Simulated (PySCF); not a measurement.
Si(F)3(Et) (C2H5F3Si), SMILES CC[Si](F)(F)F. Atoms are numbered in the order given.

```xyz
11

C     -2.3457     0.1983     0.4175
C     -1.2279    -0.8232     0.1513
Si     0.4267    -0.0427    -0.0765
F      0.4364     0.9761    -1.3233
F      1.5846    -1.1272    -0.3428
F      0.8640     0.8092     1.2181
H     -2.1426     0.7828     1.3284
H     -2.4433     0.9088    -0.4181
H     -3.3177    -0.3009     0.5487
H     -1.1475    -1.5461     0.9819
H     -1.4455    -1.4206    -0.7512
```

Geometry: B3LYP-D3(BJ)/def2-SVP. The values are those of a single conformer.

Method: B3LYP-D3(BJ)/def2-SVP in PySCF 2.14.0.

Frequencies are harmonic and unscaled.

```json
[
 {"mode": "1", "ν (cm⁻¹)": "48", "IR (km/mol)": "0.3", "moving atoms (share of kinetic energy)": "C 36 %, H 33 %, F 29 %"},
 {"mode": "2", "ν (cm⁻¹)": "128", "IR (km/mol)": "1.0", "moving atoms (share of kinetic energy)": "F 49 %, C 29 %, H 16 %"},
 {"mode": "3", "ν (cm⁻¹)": "171", "IR (km/mol)": "0.3", "moving atoms (share of kinetic energy)": "H 58 %, F 34 %"},
 {"mode": "4", "ν (cm⁻¹)": "252", "IR (km/mol)": "1.6", "moving atoms (share of kinetic energy)": "H 48 %, F 39 %, C 13 %"},
 {"mode": "5", "ν (cm⁻¹)": "259", "IR (km/mol)": "6.0", "moving atoms (share of kinetic energy)": "F 67 %, C 24 %"},
 {"mode": "6", "ν (cm⁻¹)": "322", "IR (km/mol)": "14.9", "moving atoms (share of kinetic energy)": "F 61 %, H 18 %, Si 18 %"},
 {"mode": "7", "ν (cm⁻¹)": "341", "IR (km/mol)": "37.2", "moving atoms (share of kinetic energy)": "F 61 %, C 17 %, Si 16 %"},
 {"mode": "8", "ν (cm⁻¹)": "404", "IR (km/mol)": "47.1", "moving atoms (share of kinetic energy)": "F 45 %, Si 25 %, C 22 %, H 9 %"},
 {"mode": "9", "ν (cm⁻¹)": "661", "IR (km/mol)": "7.8", "moving atoms (share of kinetic energy)": "C 39 %, F 37 %, H 16 %"},
 {"mode": "10", "ν (cm⁻¹)": "703", "IR (km/mol)": "9.8", "moving atoms (share of kinetic energy)": "H 74 %, C 21 %"},
 {"mode": "11", "ν (cm⁻¹)": "879", "IR (km/mol)": "188.6", "moving atoms (share of kinetic energy)": "F 47 %, Si 40 %"},
 {"mode": "12", "ν (cm⁻¹)": "943", "IR (km/mol)": "73.9", "moving atoms (share of kinetic energy)": "H 45 %, F 30 %, Si 21 %"},
 {"mode": "13", "ν (cm⁻¹)": "961", "IR (km/mol)": "91.9", "moving atoms (share of kinetic energy)": "H 37 %, F 30 %, Si 26 %"},
 {"mode": "14", "ν (cm⁻¹)": "991", "IR (km/mol)": "72.7", "moving atoms (share of kinetic energy)": "H 35 %, Si 25 %, C 21 %, F 19 %"},
 {"mode": "15", "ν (cm⁻¹)": "1001", "IR (km/mol)": "109.1", "moving atoms (share of kinetic energy)": "H 42 %, Si 29 %, F 19 %, C 10 %"},
 {"mode": "16", "ν (cm⁻¹)": "1042", "IR (km/mol)": "33.1", "moving atoms (share of kinetic energy)": "C 61 %, H 37 %"},
 {"mode": "17", "ν (cm⁻¹)": "1247", "IR (km/mol)": "3.6", "moving atoms (share of kinetic energy)": "H 79 %, C 20 %"},
 {"mode": "18", "ν (cm⁻¹)": "1281", "IR (km/mol)": "14.2", "moving atoms (share of kinetic energy)": "H 58 %, C 40 %"},
 {"mode": "19", "ν (cm⁻¹)": "1401", "IR (km/mol)": "0.9", "moving atoms (share of kinetic energy)": "H 83 %, C 17 %"},
 {"mode": "20", "ν (cm⁻¹)": "1426", "IR (km/mol)": "6.4", "moving atoms (share of kinetic energy)": "H 92 %, C 8 %"},
 {"mode": "21", "ν (cm⁻¹)": "1479", "IR (km/mol)": "6.8", "moving atoms (share of kinetic energy)": "H 97 %"},
 {"mode": "22", "ν (cm⁻¹)": "1481", "IR (km/mol)": "7.6", "moving atoms (share of kinetic energy)": "H 96 %"},
 {"mode": "23", "ν (cm⁻¹)": "3036", "IR (km/mol)": "12.7", "moving atoms (share of kinetic energy)": "H 97 %"},
 {"mode": "24", "ν (cm⁻¹)": "3039", "IR (km/mol)": "14.8", "moving atoms (share of kinetic energy)": "H 95 %"},
 {"mode": "25", "ν (cm⁻¹)": "3084", "IR (km/mol)": "1.6", "moving atoms (share of kinetic energy)": "H 91 %, C 9 %"},
 {"mode": "26", "ν (cm⁻¹)": "3121", "IR (km/mol)": "15.1", "moving atoms (share of kinetic energy)": "H 90 %, C 10 %"},
 {"mode": "27", "ν (cm⁻¹)": "3121", "IR (km/mol)": "15.3", "moving atoms (share of kinetic energy)": "H 90 %, C 10 %"}
]
```
